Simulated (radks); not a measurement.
Results of a calculation; reference values are marked as such.
Task: Excited configurations of La: one electron is placed in a higher orbital outside [Xe] 5d2. The ground configuration is [Xe] 5d1 6s2. Code: a radial shooting solver on a logarithmic mesh with Libxc functionals. Model: scalar-relativistic Kohn-Sham, PBE, spin-polarised, spherical densities, point nucleus; open shells are filled with parallel spins first (spin-orbit coupling, left out, can overturn this in heavy ions). Excitation = E - E(ground); binding = E(ion) - E, where the ion is the core of charge +1; n* = 1/sqrt(2 binding) in atomic units, and the quantum defect is n - n*.

| outer orbital | excitation (eV) | binding (eV) | n* | quantum defect | eigenvalue (eV) | <r> (bohr) |
|---|---|---|---|---|---|---|
| 6s | -0.016 | 5.600 | 1.559 | 4.441 | -3.492 | 4.495 |
| 6f | 4.890 | 0.694 | 4.428 | 1.572 | -0.404 | 27.53 |
| 7p | 3.986 | 1.598 | 2.918 | 4.082 | -0.972 | 13.32 |

Estimate the row for 7s.

Result: excitation (eV) 3.475; binding (eV) 2.109; n* 2.540; quantum defect 4.460; eigenvalue (eV) -1.312; <r> (bohr) 10.62. The Delta-SCF ionisation energy is 5.584 eV (NIST Atomic Spectra Database: 5.577 eV, measured). Self-interaction in the functional shifts the binding energies and quantum defects, so they are the method's values and not measured ones. Open shells are spherical and high-spin; term and fine-structure splittings are not resolved. Spin-orbit splitting is averaged out at the scalar-relativistic level. A negative excitation energy means that this level of theory puts the configuration below the NIST ground configuration.
